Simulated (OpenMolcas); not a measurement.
Ni2+ among 5 point charges of -2.5 e arranged as a square pyramid (C4v), 2.08 Å from the ion. The active orbitals were held to one l.

```
Program             : OpenMolcas 26.06
Method              : CASSCF
Basis               : ANO-RCC-VTZP [6s5p3d2f1g]
Scalar Hamiltonian  : DKH2, point nucleus
Active space        : 8 electrons in 5 orbitals (3d)
State averaging     : 2S+1 = 3 even, 10 roots; 2S+1 = 1 even, 15 roots
Spin-orbit coupling : RASSI with atomic mean-field integrals over the reference wave functions
```

Question: What is the spin-free ground state?

Answer: A state of multiplicity 3, 1-fold in its orbital part, 100 % from free-ion F terms; it has the highest spin that d8 allows.

Question: Where is the first state of the same spin?

Answer: A 2-fold state lies at 2090 cm-1 above the ground state.

Question: What are the lowest two levels with spin-orbit coupling?

Answer: A 2-fold level with g = 0.00, 0.00, 5.28, then a 1-fold level 4.9 cm-1 above it. Their leading multiplicities are 3 (100 %) and 3 (100 %).

Question: What is χT at 300 K, and how does it compare with the textbook value?

Answer: The lowest level has 2S+1 = 3, for which the spin-only value is χT = S(S+1) / 2 = 1.000 cm3 K/mol (g = 2). The computed 2.110 at 300 K differs by +1.110, through orbital momentum, spin-orbit coupling and any other state in reach.

Without dynamic correlation the repulsion within the d shell is too large (B by tens of per cent), so at a given field states of lower spin stand too high. This is an electrostatic model: the charges have no orbitals. An unlabelled pair can be two single states that coincide in this model. No measured value stands beside these numbers.

With an even number of electrons the g values are those of a degenerate or nearly degenerate non-Kramers pair.
